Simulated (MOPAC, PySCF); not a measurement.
C₂H₅GeN, SMILES `[CH](=C)[Ge][NH2]` (lower singlet), neutral singlet in the gas phase. This singlet lies 1.96 eV below the relaxed triplet at the level B3LYP/cc-pVTZ // PBE0-D3(BJ)/def2-TZVP (Ansatz).

Cartesian coordinates (Å):
SMILES: [CH](=C)[Ge][NH2]
```xyz
9

C     -1.9471    -0.0972    -0.2313
C     -0.6242    -0.2561    -0.2118
Ge     0.5286     1.1401    -1.0034
N      2.1058     0.3023    -0.6527
H     -2.4037     0.7865    -0.6737
H     -2.6386    -0.8251     0.1870
H     -0.2192    -1.1607     0.2453
H      2.2038    -0.5904    -0.1930
H      2.9947     0.7004    -0.9085
```
Charge 0, spin multiplicity 1.

All levels are single points at this geometry (PBE0-D3(BJ)/def2-TZVP); Pople sets use spherical d functions. Orbital energies aren't observables, and empty levels follow the basis.

PBE/6-31G* in PySCF gives HOMO (eV) = -5.17.

Q: Estimate the HOMO (eV) from each of these levels: PBE0-D3(BJ)/def2-TZVP in PySCF; B3LYP/6-311+G** (LANL2DZ on Ge) in PySCF; B3LYP/6-31G* in PySCF; HF/3-21G in PySCF; HF/6-31G* in PySCF; AM1 in MOPAC; PM3 in MOPAC; PM7 in MOPAC.

A: 
| level | HOMO (eV) |
|---|---|
| PBE0-D3(BJ)/def2-TZVP in PySCF | -6.40 |
| B3LYP/6-311+G** (LANL2DZ on Ge) in PySCF | -6.24 |
| B3LYP/6-31G* in PySCF | -6.07 |
| HF/3-21G in PySCF | -8.50 |
| HF/6-31G* in PySCF | -8.70 |
| AM1 in MOPAC | -7.88 |
| PM3 in MOPAC | -8.93 |
| PM7 in MOPAC | -8.55 |
